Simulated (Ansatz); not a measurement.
Relaxation of CH8BNO (12 atoms, charge 0, multiplicity 1), to a largest force component of 0.03 eV/Å in at most 50 steps.

Computed with Ansatz, RKS B3LYP/def2-SVP.

```xyz
12
Properties=species:S:1:pos:R:3
B 0.088 0.674 -0.282
O -0.062 -0.421 2.089
H -1.001 -0.606 1.932
C 1.445 0.018 -0.726
H 1.468 -1.059 -0.496
H 1.538 0.111 -1.825
H 2.336 0.488 -0.276
H -0.989 0.187 -0.543
N 0.047 2.023 0.325
H 0.885 2.580 0.466
H -0.814 2.545 0.432
H -0.026 0.563 2.045
```

Where does it end, and by what steps?

The run converged. After 15 steps the energy has fallen by 0.145 eV; H7 moved furthest, 0.33 Å.

| step | energy less start (eV) | largest force component (eV/Å) | accepted |
| --- | --- | --- | --- |
| 0 | 0.0000 | 1.998 | yes |
| 1 | -0.0634 | 1.545 | yes |
| 2 | -0.1167 | 0.954 | yes |
| 3 | -0.1029 | 1.067 | no |
| 4 | -0.1357 | 0.305 | yes |
| 5 | -0.1373 | 0.141 | yes |
| 6 | -0.1371 | 0.272 | no |
| 7 | -0.1408 | 0.158 | yes |
| 8 | -0.1434 | 0.031 | yes |
| 9 | -0.1436 | 0.103 | yes |
| 10 | -0.1442 | 0.105 | yes |
| 11 | -0.1445 | 0.063 | yes |
| 12 | -0.1449 | 0.090 | yes |
| 13 | -0.1448 | 0.047 | no |
| 14 | -0.1452 | 0.031 | yes |
| 15 | -0.1453 | 0.014 | yes |

```xyz
12
Properties=species:S:1:pos:R:3
B 0.118 0.791 -0.411
O -0.177 -0.425 2.361
H -1.032 -0.729 2.027
C 1.462 0.075 -0.801
H 1.522 -0.890 -0.269
H 1.483 -0.165 -1.878
H 2.372 0.649 -0.556
H -0.955 0.317 -0.718
N 0.084 1.996 0.310
H 0.922 2.506 0.571
H -0.772 2.505 0.504
H -0.113 0.472 2.000
```

The run took 39 s on 2 threads of Arm Neoverse V1 (shared host), peak memory 0.19 GiB.
